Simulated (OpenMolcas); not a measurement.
## How methods differ on BGeNH6 (SMILES B[NH][GeH3])

The species is BGeNH6 (9 atoms), meant as a singlet with charge 0. SMILES: `B[NH][GeH3]`. The coordinates come from a PBE0-D4/def2-TZVP relaxation.

Quantity: the HOMO–LUMO gap, in eV. The values are calculated.

| level | kind | program | value (eV) | CPU time |
| --- | --- | --- | --- | --- |
| SVWN5/6-31G* (spherical functions) | LDA | OpenMolcas | 6.33 | 31 s |
| BLYP/6-31G* (spherical functions) | GGA | OpenMolcas | 6.44 | 43 s |
| M06-L/6-31G* (spherical functions) | meta-GGA | OpenMolcas | 7.08 | 49 s |
| B3LYP/6-31G* (spherical functions) | global hybrid | OpenMolcas | 8.18 | 42 s |
| BHLYP/6-31G* (spherical functions) | global hybrid | OpenMolcas | 10.66 | 39 s |
| M06-2X/6-31G* (spherical functions) | hybrid meta-GGA | OpenMolcas | 10.66 | 46 s |
| B3LYP/6-31G* (Cartesian functions) | global hybrid | OpenMolcas | 8.17 | 43 s |
| B2PLYP/6-31G* (spherical functions) | double hybrid | OpenMolcas | 10.89 | 26 s |

All-electron rows without a relativistic Hamiltonian named are non-relativistic. The values span 6.33 to 10.89 eV. Orbital gaps aren't excitation energies, and those of double hybrids come from the SCF part alone; they tend to grow with the share of exact exchange. CPU times are rough (shared hosts, several kinds of processor): they show what a rung costs within a factor of a few.
